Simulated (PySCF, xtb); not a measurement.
2-chloropent-1-en-4-yne (C₅H₅Cl), SMILES C#CCC(=C)Cl. Other conformers were not sampled.

Harmonic wavenumbers (cm⁻¹) from xtb with GFN2-xTB at its own minimum, in rising order: 41, 118, 281, 302, 357, 379, 553, 621, 644, 672, 696, 875, 914, 939, 1009, 1107, 1170, 1268, 1385, 1421, 1697, 2297, 2949, 2969, 3115, 3149, 3400.

Q: What does PBE-D3(BJ)/def2-SVP run with PySCF give at its own minimum? (An estimate is asked for; the answer gives what the named calculation found.)

A: 63, 126, 304, 329, 373, 406, 577, 641, 646, 662, 688, 851, 878, 896, 975, 1116, 1185, 1264, 1349, 1366, 1661, 2174, 2956, 3014, 3094, 3201, 3409. Paired by order, the mean absolute difference is 27 cm⁻¹ and the zero-point energies are 49.1 and 48.9 kcal/mol.
